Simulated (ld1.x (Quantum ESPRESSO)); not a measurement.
**Pseudopotential generation for terbium (Tb): TM, PBEsol, scalar-relativistic.**

```
Element                 : terbium (Tb)
Generator               : ld1.x (Quantum ESPRESSO) 7.5
Type                    : norm-conserving Troullier–Martins (Kleinman–Bylander form)
Functional              : PBEsol
Relativity              : scalar-relativistic
Frozen core             : [Kr] 4d10 4f8
Valence charge          : 11
Reference configuration : 5s2 5p6 5d2 6s1 6p0
Partial waves           : 5p (bound): rc 2.30 bohr; 5d (bound): rc 2.50 bohr; 5s (bound): rc 1.55 bohr
Local potential         : the s channel
Core correction         : Bessel-smoothed model core inside 0.90 bohr
```

Occupied shells without a wave of their own: 6s. They enter only through the test configuration that unscreens the potential, and ld1.x also counts them in the model core charge.

All-electron outer shells of the reference configuration (PBEsol, scalar-relativistic, ld1.x):

```csv
shell,level (eV),outermost node (bohr),outermost maximum (bohr)
4d,-152.39,0.26,0.55
5s,-49.90,0.64,1.18
5p,-26.60,0.69,1.33
4f,-7.64,–,0.55
6s,-3.79,1.58,3.41
5d,-1.70,0.77,1.99
6p,-1.13,1.91,4.77
```

What the tests gave:

```json
{"Cutoffs needed": "55 Ry and 100 Ry (the cutoffs (Ry, on a coarse ladder) from which the occupation-weighted sum of valence levels, in a spherical-Bessel basis at the reference potential, stays within 10 and 1 mRy of its value at 400 Ry)", "Ghost test": "no extra level below or beside the all-electron valence levels (p, d, s, f tested) (spherical-Bessel basis up to 400 Ry, 20 bohr box)", "Largest excitation error": "-633 meV (all-electron minus pseudo) for 5s2 5p6 5d1 6s0 6p0, out of 7 test configurations"}
```

ld1.x takes every shell without a wave as core, so the model core holds the 6s electrons as well and exchange and correlation see them twice. This cancels in the reference configuration, but the file is broken for other ones, and its errors say nothing about a proper core correction.

Generation and tests took about 1.8 s on one core of a shared server CPU.
